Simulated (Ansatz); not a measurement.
Tl2F⁺. The state is a singlet with charge 1. Geometry PBE-D4/def2-TZVP; atoms count from 1.

```xyz
3

Tl    2.171   -0.463    0.655
Tl   -2.171    0.463   -0.654
F     0.000    0.000   -0.001
```

In the def2 sets Tl takes a core potential; there is no spin–orbit coupling. The structure comes from a short search, and lower isomers may exist.

Question: Estimate the Mulliken populations from the PBE0/def2-TZVP orbitals of Ansatz.

Answer: 
```json
{"atom": "Tl1", "charge (e)": "0.80"}
{"atom": "Tl2", "charge (e)": "0.80"}
{"atom": "F3", "charge (e)": "-0.60"}
```
Mulliken values depend strongly on the basis.

Question: And the Mayer bond orders between heavy atoms (over 0.3)?

Answer: Tl1–F3 0.33 (2.31 Å); Tl2–F3 0.33 (2.31 Å).
